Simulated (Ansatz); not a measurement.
Cost and result up the ladder for GaCl₃ (4 atoms). The state is a singlet with charge 0. Geometry: PBE0-D4/def2-SVP.

```xyz
4

Ga    1.3470    0.1665    0.2322
Cl    2.6242    1.2420   -1.1519
Cl   -3.1023   -0.9058    0.3787
Cl   -0.8689   -0.5027    0.5411
```

Ansatz on 4 threads of Arm Neoverse V1 on a shared host. Times are rough, and most runs start from the orbitals of an earlier one. No level here is sound enough to serve as a yardstick. Binding counts from free atoms at the same level (Ga doublet, Cl doublet; other spins of the atoms weren't run), without zero-point energy or a counterpoise term.

Correlated methods freeze 24 core orbitals; core or outer-core shells of Ga are correlated, in sets that lack core-valence functions. In the singlet, Cl3 and Cl4 lie 2.28 Å apart (atoms count from 1), so these atoms are partly bonded to each other. Another isomer (singlet) lies 3.71 eV lower at PBE0-D4/def2-TZVP; other spin states weren't run for this one.

Run but left out: BHLYP-D4/def2-TZVP (restricted singlet, unstable in another Hartree–Fock run and untested here).

Correlated methods converge slowly with the basis.

| level | functions | binding energy per atom (eV) | remarks |
| --- | --- | --- | --- |
| r2SCAN-D4/def2-TZVP | 159 | 2.01 | restricted SCF unstable in HF |
| PBE-D4/def2-TZVP (with forces) | 159 | 2.12 | restricted SCF unstable in HF |
| CCSD(T)/def2-TZVPP | 174 | 1.78 | restricted SCF unstable |
| PBE0-D4/def2-TZVP | 159 | 1.94 | restricted SCF unstable in HF |
| ωB97M-V/def2-TZVP | 159 | 1.83 | restricted SCF unstable in HF |

Problem. Estimate how long each takes.

Solution. PBE-D4/def2-TZVP (with forces) 1.4 s; PBE0-D4/def2-TZVP 2 s; r2SCAN-D4/def2-TZVP 3 s; ωB97M-V/def2-TZVP 5.5 s; CCSD(T)/def2-TZVPP 39 s. On shared hardware such times vary by a factor of up to 3.
